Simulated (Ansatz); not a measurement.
Cost and result for the atomization energy of `[SiH3][O][In]([SH])[Cl]` (9 atoms, 8 bonds).

```xyz
9

Si   -0.123   -1.283   -1.297
O    -0.069    0.166   -0.540
In    0.134    0.771    1.317
S     0.142    3.072    1.781
Cl    0.353   -0.893    2.901
H    -0.290   -1.043   -2.754
H    -1.264   -2.107   -0.810
H     1.131   -2.057   -1.077
H    -0.015    3.374    0.479
```

Total charge 0; spin multiplicity 1. Correlated methods include outer-core shells of In, which these sets cover unevenly. In takes the def2 core potential. The geometry is a stationary point of PBE0-D4/def2-TZVP. It is one conformer, not always the lowest. Program: Ansatz. Hardware: A = 2 threads of an AMD EPYC 7R13 on a shared host; B = 2 threads of an AMD EPYC 7R13 on a shared host and a share of an NVIDIA H100 80 GB. Times are those of one run each, without the atoms' runs, and a repeat can differ threefold. Electronic energies, without spin–orbit coupling; frozen cores. CCSD(T)/CBS adds CCSD(T) − MP2 in def2-TZVPP to the MP2 limit, and its time is that of the two runs behind it. T1 = 0.014. With those shells the extrapolation isn't a true limit. B3LYP takes the VWN-RPA correlation (the form of Gaussian; ORCA's B3LYP/G).

CCSD(T)/CBS is a level of theory with its own doubt, some kJ/mol a heavy atom from the limit and from the frozen cores, so smaller differences don't rank the functionals.

```json
{"level": "PBE-D4/def2-TZVPP (with forces) [A]", "functions": "263", "wall time": "5 s"}
{"level": "MP2/def2-QZVPP [B]", "functions": "469", "wall time": "5.5 s"}
{"level": "PBE0-D4/def2-TZVPP [A]", "functions": "263", "wall time": "7 s"}
{"level": "CCSD(T)/def2-TZVPP [B]", "functions": "263", "wall time": "7 s"}
{"level": "r2SCAN-D4/def2-TZVPP (with forces) [A]", "functions": "263", "wall time": "8.6 s"}
{"level": "B3LYP-D4/def2-TZVPP (with forces) [A]", "functions": "263", "wall time": "11 s"}
{"level": "CCSD(T)/CBS(def2)", "functions": "–", "wall time": "13 s"}
{"level": "ωB97X-V/def2-TZVPP [A]", "functions": "263", "wall time": "16 s"}
{"level": "B2PLYP/def2-TZVPP [A]", "functions": "263", "wall time": "20 s"}
{"level": "ωB97M-V/def2-TZVPP (with forces) [A]", "functions": "263", "wall time": "24 s"}
```

Question: What atomization energy does each give, and how far from CCSD(T)/CBS? (Estimate.)

Answer: The calculation gave: 
```tsv
level	atomization (kJ/mol)	difference from CCSD(T)/CBS	per bond
PBE-D4/def2-TZVPP (with forces) [A]	2704.0	-33.7	-4.2
MP2/def2-QZVPP [B]	2744.6	6.9	0.9
PBE0-D4/def2-TZVPP [A]	2668.6	-69.1	-8.6
CCSD(T)/def2-TZVPP [B]	2641.2	-96.5	-12.1
r2SCAN-D4/def2-TZVPP (with forces) [A]	2718.9	-18.8	-2.3
B3LYP-D4/def2-TZVPP (with forces) [A]	2669.8	-67.9	-8.5
CCSD(T)/CBS(def2)	2737.7	0.0	0.0
ωB97X-V/def2-TZVPP [A]	2739.3	1.6	0.2
B2PLYP/def2-TZVPP [A]	2654.6	-83.1	-10.4
ωB97M-V/def2-TZVPP (with forces) [A]	2723.7	-14.0	-1.8
```

In def2-TZVPP, CCSD(T) changes the Hartree–Fock value by +692.9 kJ/mol (the triples alone add +48.4 kJ/mol) and MP2 by +738.2 kJ/mol; breaking electron pairs costs correlation energy, which Hartree–Fock lacks. From PBE to PBE0 (25 % exact exchange), in def2-TZVPP and without D4, the atomization energy moves by −32.3 kJ/mol: exact exchange takes away binding that semilocal exchange gives to molecules. The D4 term adds +38.7 kJ/mol with B3LYP and +20.8 kJ/mol with PBE0; it sums over pairs of atoms, weighted by their polarisabilities, and B3LYP, whose exchange is more repulsive, gets the larger term.

Spin–orbit coupling would lower the free In atoms strongly, and the atomization energy with them, by more than many differences here.
